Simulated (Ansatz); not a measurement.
ClCuH3N (`[NH3+][Cu-][Cl]`). Charge 0, multiplicity 1. Geometry: relaxed with PBE0-D4/def2-TZVP. It is one conformer, not always the lowest.

```xyz
6

N     0.307    0.001   -0.747
Cu   -0.429   -0.002    1.047
Cl   -1.220   -0.005    2.971
H    -0.425   -0.058   -1.448
H     0.932   -0.785   -0.893
H     0.835    0.848   -0.930
```

Question: What is the dipole moment at B3LYP/def2-TZVPP? (Estimate.)

Answer: The calculation gave: 8.77 D, with components (3.33, 0.01, -8.11) D in this frame, pointing from negative to positive charge.

Question: And with PBE, r2SCAN, ωB97M-V? (Best estimate.)

Answer: Computed: PBE 8.46 D, r2SCAN 8.72 D, ωB97M-V 8.96 D.

Question: Give the Mulliken charges with B3LYP, PBE, r2SCAN in def2-TZVPP. (Estimate.)

Answer: The calculation gave: 
| atom | B3LYP | PBE | r2SCAN |
| --- | --- | --- | --- |
| N1 | -0.22 | -0.21 | -0.20 |
| Cu2 | 0.14 | 0.06 | 0.12 |
| Cl3 | -0.46 | -0.43 | -0.47 |
| H4 | 0.18 | 0.19 | 0.18 |
| H5 | 0.18 | 0.19 | 0.18 |
| H6 | 0.18 | 0.19 | 0.18 |

B3LYP here is the variant with VWN-RPA as its local correlation; programs differ in this.
